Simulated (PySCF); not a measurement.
Delta-SCF ions had no search for a lower state. Excitations are Tamm–Dancoff values on a coarser integration grid. The basis has no diffuse functions, so Rydberg states are missing or too high.

CH6OSi, SMILES `C[SiH2]O` (C–Si–O–H torsion 70°) (charge 0, multiplicity 1)

Calculation: PBE0-D4/def2-TZVP (PySCF).

| Item | Value |
|---|---|
| HOMO | -8.41 eV |
| dipole moment | 1.71 D |
| HOMO–LUMO gap | 8.91 eV |
| LUMO | 0.49 eV |
| S1 excitation (TDA) | 7.36 eV |
| S1 oscillator strength | 0.009 |
| brightest of the four lowest singlets (TDA) | 8.38 eV |
| T1 excitation (TDA) | 6.97 eV |
| S1–T1 gap (TDA) | 0.38 eV |
| vertical ionisation energy (Delta-SCF) | 10.67 eV |
| total energy | -11055.67 eV |
| cost | about 80 core-seconds (a rough figure) |

```xyz
9

C      1.1368     0.2444    -0.0457
Si    -0.5319    -0.5212    -0.3631
O     -1.7758     0.4198     0.1799
H      1.2535     1.1875    -0.5861
H      1.9311    -0.4300    -0.3790
H      1.2815     0.4405     1.0193
H     -0.6675    -1.8005     0.3755
H     -0.6756    -0.7783    -1.8259
H     -1.9522     1.2379    -0.2851
```
